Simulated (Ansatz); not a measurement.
HfO2, charge -1, doublet, geometry from GFN2-xTB (such geometries of metal compounds can be far from the true shape) (the multiplicity is a formal guess) (core potentials on Hf) (a gas-phase anion, which may not be bound at this level); SVWN5/def2-SVP in Ansatz (a first-principles code).

Here is a job for Ansatz.
Ansatz 0.2 input:
```yaml
crystal:
  periodic: [false, false, false]
  atoms:
    - {symbol: Hf, position_ang: [0.07930449, -0.00091257, 0.09359019]}
    - {symbol: O, position_ang: [0.87529993, 0.28197236, -1.46253691]}
    - {symbol: O, position_ang: [-1.58904031, -0.27375928, 0.62022524]}
basis:
  gaussian:
    orbitals: def2-SVP
    point_charges:
      - {charge: 0.5, position_ang: [-2.6454, -2.4714, -3.3481]}
hamiltonian:
  xc: {name: SVWN5}
total_charge: -1
magnetization: {spin_polarized: true, initial_magnetization: 1}
```

What the program printed (banner, timings and long lists left out):

```
Functional definition: SVWN5
600 factors; their error is unknown
mean field evaluation 1: about -5366.3092 eV, gradient 2.5e1 eV
mean field evaluation 2: about -5237.3632 eV, gradient 1.6e2 eV
mean field evaluation 4: about -5368.7863 eV, gradient 3.7e0 eV
mean field evaluation 8: about -5368.8680 eV, gradient 4.2e-2 eV
mean field evaluation 16: about -5368.8184 eV, gradient 2.2e-5 eV
mean field evaluation 32: about -5367.8243 eV, gradient 4.5e0 eV
mean field -5368.81840955 eV, -197.3004374352 hartree, gradient 2.2e-5 eV, S^2 0.752560; 1 other end points of the search recorded, 0 dependent functions left out
reference -5368.81844235 eV, -197.3004386405 hartree; 15, 14 occupied and 45, 46 virtual orbitals, 600 factors
Total energy: -5368.81844235 eV, -197.3004386405 hartree
```
